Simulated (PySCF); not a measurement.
C₂H₆Al, charge +1. Atoms are numbered in the order given.

```xyz
9

Al     0.0000     0.0000     0.0000
C      0.0000     0.0000    -1.9167
H      0.8954     0.5169    -2.2955
H     -0.8954     0.5169    -2.2955
H      0.0000    -1.0339    -2.2955
C      0.0000     0.0000     1.9167
H      0.8954    -0.5169     2.2955
H     -0.8954    -0.5169     2.2955
H      0.0000     1.0339     2.2955
```
Charge +1, spin multiplicity 1.

Coordinates come from a PBE-D3(BJ)/def2-TZVP optimisation. The spin state was assumed, not searched. The isomer is the one that the SMILES or the coordinates give; other isomers of the formula were not compared.

The numbers are results of PySCF with PBE-D3(BJ)/def2-TZVP, not measurements.

Frequencies are harmonic and unscaled.

Modes within 1.5 cm⁻¹ of each other (mostly degenerate sets) share a row, with their intensities summed.

```
mode   ν (cm⁻¹)  IR (km/mol)  moving atoms (share of kinetic energy)
-----  --------  -----------  --------------------------------------
1            24          0.0                                 H 100 %
2–3         131         17.3                 Al 46 %, H 29 %, C 25 %
4           529          0.0                          C 82 %, H 18 %
5–6         612          0.0                          H 86 %, C 14 %
7–8         721        175.7                          H 74 %, C 19 %
9           771         45.4                  Al 53 %, C 38 %, H 9 %
10         1176          2.4                          H 83 %, C 17 %
11         1181          0.0                          H 84 %, C 16 %
12–13      1365          0.0                                  H 95 %
14–15      1370         14.9                                  H 96 %
16         2965         33.8                                  H 97 %
17         2968          0.0                                  H 97 %
18–21      3057         39.0                           H 91 %, C 9 %
```
